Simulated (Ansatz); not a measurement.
Isolated molecules relaxed with PBE0-D4/def2-TZVP in Ansatz; ΔE leaves out vibrations. CCSD(T)/CBS adds triple-zeta CCSD(T) − MP2 to the extrapolated MP2 energy (def2 sets, frozen cores). This one scheme is used for every species. DFT in def2-TZVPP. B3LYP here is the variant with VWN-RPA as its local correlation; programs differ in this. One conformer a species, not always the lowest.

`CC[SiH2]O[SiH3]` + `O[SiH3]` → `[SiH3]O[SiH2]O[SiH3]` + `CC`  (ligand exchange at the Si–C bond)

| level | ΔE (kJ/mol) | difference from CCSD(T)/CBS |
| --- | --- | --- |
| PBE0-D4 | -125.9 | 8.3 |
| B3LYP-D4 | -137.3 | -3.1 |
| ωB97X-V | -132.4 | 1.8 |
| PBE | -121.3 | 12.9 |
| r2SCAN | -133.1 | 1.1 |
| PBE0 | -126.8 | 7.4 |
| B3LYP | -139.0 | -4.8 |
| HF/def2-TZVPP | -157.5 | -23.3 |
| MP2/def2-TZVPP | -135.0 | -0.8 |
| SCS-MP2/def2-TZVPP | -139.4 | -5.2 |
| CCSD/def2-TZVPP | -137.6 | -3.4 |
| CCSD(T)/def2-TZVPP | -134.6 | -0.4 |
| SCS-MP2/def2-QZVPP | -139.9 | -5.7 |
| HF/CBS(def2) | -159.9 | -25.7 |
| MP2/CBS(def2) | -134.7 | -0.5 |
| CCSD/CBS(def2) | -137.3 | -3.1 |
| CCSD(T)/CBS | -134.2 | 0 |

Largest T1 diagnostic among the species: 0.012.

In def2-TZVPP, CCSD(T) changes the Hartree–Fock value by +22.9 kJ/mol (the triples alone add +3.1 kJ/mol) and MP2 by +22.5 kJ/mol. From PBE to PBE0 (25 % exact exchange), in def2-TZVPP and without D4, ΔE moves by −5.5 kJ/mol.
